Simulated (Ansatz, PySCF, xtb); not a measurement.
Gas-phase reaction R1 + R2 → P1, each structure at its B3LYP-D3(BJ)/def2-TZVP stationary point, reached from a drawn start (curvature not checked).
P1: Cl4Pb (SMILES [Cl][Pb]([Cl])([Cl])[Cl]), charge 0, multiplicity 1.
R1: Cl2Pb (SMILES [Cl][Pb][Cl]), charge 0, multiplicity 1.
R2: Cl2 (SMILES ClCl), charge 0, multiplicity 1.

P less R. No zero-point or thermal terms; no spin–orbit coupling.

Cores are frozen in the correlated methods. In cc and def2 sets filled d and f shells under p-block atoms count as core. CBS(a, b) extrapolates the correlation energy as X⁻³ and adds the Hartree–Fock energy of set b.

The values were computed with Ansatz (Gaussian orbitals); PySCF for the D3/D4 terms; xtb for the GFN methods. All values are computed, each at the level named. Elements past Kr take the def2 small-core potentials, without spin–orbit coupling.

| level | reaction energy (kJ/mol) |
|---|---|
| GFN1-xTB | -48.1 |
| SVWN5/def2-TZVPP | -130.8 |
| B3LYP-D3(BJ)/def2-TZVPP | -104.6 |
| PBE0-D4/def2-TZVPP | -116.8 |
| BHLYP/def2-TZVPP | -98.6 |
| CAM-B3LYP/def2-TZVPP | -98.5 |
| wB97X-V/def2-TZVPP | -117.0 |
| wB97M-V/def2-TZVPP | [?] |
| CCSD(T)/CBS(def2-TZVPP, def2-QZVPP) | [?] |

Task: Some entries are withheld; supply them.

Result: 
- wB97M-V/def2-TZVPP, reaction energy (kJ/mol): -116.2
- CCSD(T)/CBS(def2-TZVPP, def2-QZVPP), reaction energy (kJ/mol): -130.4

Ansatz is an electronic-structure program.
